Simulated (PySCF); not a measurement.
Molecule (SMILES): [AlH] (AlH) (closed-shell singlet).
Geometry (B3LYP-D3(BJ)/def2-TZVP, fixed):
```xyz
2

Al     0.0000     0.0000    -0.1187
H      0.0000     0.0000     1.5432
```
Charge 0, spin multiplicity 1.

Basis-set convergence of the mean static polarisability at PBE with PySCF. All functions are spherical. Density fitting with generated auxiliary sets. No added dispersion term, no relativity. Reference: the value in aug-cc-pV(5+d)Z, 48.81 bohr³, itself unsure by roughly 0.1 % (its mean distance from aug-pcseg-3, aug-cc-pV(Q+d)Z, aug-pcseg-2). Deviations are taken from unrounded values.

| basis | functions | mean static polarisability (bohr³) | minus reference (%) |
|---|---|---|---|
| pcseg-1 | 23 | 39.45 | -19.2 |
| cc-pV(D+d)Z | 28 | 38.81 | -20.5 |
| 6-311G** | 32 | 39.49 | -19.1 |
| aug-cc-pV(D+d)Z | 41 | 48.18 | -1.3 |
| def2-TZVP | 43 | 42.82 | -12.3 |
| 6-311++G(2d,2p) | 45 | 44.32 | -9.2 |
| pcseg-2 | 48 | 40.94 | -16.1 |
| def2-TZVPP | 56 | 42.98 | -11.9 |
| jun-cc-pV(T+d)Z | 62 | 48.00 | -1.7 |
| 6-311++G(3df,3pd) | 65 | 47.33 | -3.0 |
| def2-TZVPPD | 65 | 47.87 | -1.9 |
| aug-pcseg-2 | 73 | 48.67 | -0.3 |
| aug-cc-pV(T+d)Z | 78 | 48.72 | -0.2 |
| def2-QZVPP | 100 | 46.32 | -5.1 |
| aug-cc-pV(Q+d)Z | 135 | 48.78 | -0.1 |
| aug-pcseg-3 | 138 | 48.77 | -0.1 |
| cc-pV(5+d)Z | 155 | 46.94 | -3.8 |
| pcseg-4 | 166 | 46.64 | -4.4 |
